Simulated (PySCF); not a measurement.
## Structure elucidation problem

Molecular formula: C$_{4}$H$_{7}$N$_{3}$O$_{2}$Si. Simulated spectra:

1H NMR (300 MHz, computed): δ 9.60 (s, 1H), 5.23 (s, 2H), 5.23 (s, 3H), 3.77 (br s, 1H).

13C{1H} NMR (computed): δ 167.4 (C), 158.3 (C), 156.9 (CH), 63.3 (CH2).

No relativistic terms, in vacuum, rapidly exchanging positions averaged, one computed conformer. Geometry from GFN2-xTB; NMR shieldings at PBE0/pcSseg-1/GIAO; PySCF 2.14.0 with density-fitted response routines.

References, each an isolated molecule treated in the same way: 1H, 13C vs TMS.

Question: Which of these isomers gave the spectra?
A. OCc1ncnnc1O[SiH3]
B. COc1ncnnc1O[SiH3]
C. COC(=O)c1cnn([SiH3])n1

Answer: A. 

The formula gives 4 degrees of unsaturation (1 ring in the answer). 4 carbon signals for 4 carbons: no two carbons are equivalent. Carbon types of the structure: 2 × C, 1 × CH, 1 × CH2, leaving 4 H on heteroatoms. δC 167.4: aromatic carbon bearing oxygen; the electronegative substituent deshields the carbon that carries it. δC 158.3: substituted aromatic carbon next to a ring nitrogen. δC 156.9: aromatic CH between two ring heteroatoms. δC 63.3: sp3 CH2 bonded to O, on an aromatic ring; the inductive effect lowers its shielding. δH 9.60: hydrogen on an aromatic CH between two ring heteroatoms; ring-current deshielding.

The others: COC(=O)c1cnn([SiH3])n1 has carbons computed at 169.0, 150.1, 145.4, 53.8, with a different DEPT pattern; COc1ncnnc1O[SiH3] has carbons computed at 162.4, 160.8, 156.3, 55.7, with a different DEPT pattern.

Exchangeable OH/NH protons stand at their gas-phase positions; hydrogen bonding in a real sample shifts them, mostly to higher δ. Shifts are as computed. Against solution values, carbons near 30 ppm lie about +3 ppm off and those near 130 ppm about +5 ppm. Of 1211 compounds with measured shifts, 218 miss one by over three times the rms of a fit or turn the order of signals round; such compounds aren't used in these exercises. Multiplicities follow the n + 1 count of equivalent neighbours, as no J values were calculated; m marks all less simple cases, F and P coupling included.
